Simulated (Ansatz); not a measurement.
Geometry optimisation, Ansatz 0.2.0, UKS PBE-D4/6-31G*.

Input:

```yaml
crystal:
  periodic: [false, false, false]
  atoms:
    - { symbol: B, position_ang: [-0.024986, -0.00437, -0.367773] }
    - { symbol: Cl, position_ang: [-0.010891, -0.006558, 2.675022] }
    - { symbol: F, position_ang: [1.143464, 0.006385, -0.948698] }
    - { symbol: Cl, position_ang: [-1.578369, -0.002692, -1.130086] }
    - { symbol: Cl, position_ang: [0.003082, 0.007236, 4.741536] }
magnetization:
  spin_polarized: true
  initial_magnetization: 1
basis:
  gaussian: { orbitals: "6-31G*" }
hamiltonian:
  xc: pbe
  dispersion: d4
relax:
  f_tol: 0.03
  max_steps: 50
output:
  orbitals: {}
```

Command:

```bash
$ ansatz run input.yaml --threads 4 --pin off --max-ram 5120MiB --backend cpu --events-out ev --progress --plain --runs-dir out
```

Task: Where does it end, and by what steps?

Result: It converged. After 17 steps the energy has fallen by 2.682 eV; Cl2 moved furthest, 1.46 Å. Parted: Cl2–Cl5 (2.07 → 2.82 Å). Joined: B1–Cl2 (3.04 → 1.77 Å).

```csv
step,energy less start (eV),largest force component (eV/Å),accepted
0,0.0000,1.310,yes
1,-0.2434,1.568,yes
2,-0.6468,2.752,yes
3,-1.4100,3.761,yes
4,-2.2267,1.857,yes
5,-2.3517,1.875,yes
6,-2.4424,0.162,yes
7,-2.4821,0.187,yes
8,-2.5235,0.347,yes
9,-2.5540,0.565,yes
10,-2.4485,1.634,no
11,-2.5759,0.624,yes
12,-2.5928,0.705,yes
13,-2.6175,0.783,yes
14,-2.6404,0.958,yes
15,-2.6505,1.206,yes
16,-2.6819,0.097,yes
17,-2.6823,0.011,yes
```

```xyz
5
Properties=species:S:1:pos:R:3
B -0.214 -0.002 0.297
Cl -1.171 -0.068 1.789
F 1.098 0.047 0.378
Cl -1.027 -0.004 -1.249
Cl 0.846 0.028 3.755
```

Whether the end is a true minimum wasn't checked by a vibrational analysis.

Run time: 25 s on 4 threads of Arm Neoverse V2, on a shared host, peak memory 0.2 GiB.
